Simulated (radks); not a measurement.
Problem. Successive ionisation energies (eV) of one element, from differences of total energies of ions in their ground configurations, starting at charge 22: 670.86, 718.58, 767.42, 817.34, 868.31, 920.29, 986.56, 1041.5, 1097.5, 1154.5, 1212.4, 1271.3, 1331.2, 1637.8, 1695.2, 1753.0, 1811.1, 1869.5, 1943.9, 2004.5, 2065.4, 2126.7. All-electron calculation, scalar-relativistic Kohn-Sham, PBE, spin-polarised, spherical densities, finite nucleus; open shells are filled with parallel spins first (spin-orbit coupling, left out, can overturn this in heavy ions); Fermi nuclear charge, rms radius 5.4759 fm. Program: a radial shooting solver on a logarithmic mesh with Libxc functionals. Which element is it?

Solution. Thallium (Z = 81). The first species listed is Tl22+ in [Kr] 4d10 4f13, the last Tl43+ in [Kr] 4d2.
